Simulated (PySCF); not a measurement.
GaH4NO, SMILES [GaH]([OH])[NH2]. Atoms are numbered in the order given.

```xyz
7

Ga    -0.3359     0.0268     0.0000
H     -1.8781     0.1185     0.0000
O      0.6069     1.5499     0.0000
H      1.5597     1.4370     0.0000
N      0.5903    -1.5344     0.0000
H      1.5935    -1.6061     0.0000
H      0.1499    -2.4386     0.0000
```
Charge 0, spin multiplicity 1.

Geometry: ωB97X-D3(BJ)/def2-TZVP. Other conformers were not sampled.

Level of theory: B3LYP/def2-TZVPD in PySCF.

Symmetry labels are those of the subgroup Cs that the program uses (full group Cs).

Computed valence orbital energies around the gap with their symmetry:
```csv
orbital,symmetry,energy (eV)
HOMO−7,A',-21.78
HOMO−6,A',-13.51
HOMO−5,A',-13.28
HOMO−4,A',-11.86
HOMO−3,A',-9.25
HOMO−2,A',-8.95
HOMO−1,A",-8.59
HOMO,A",-7.24
LUMO,A',-0.69
LUMO+1,A",-0.50
LUMO+2,A',0.31
LUMO+3,A',0.77
```
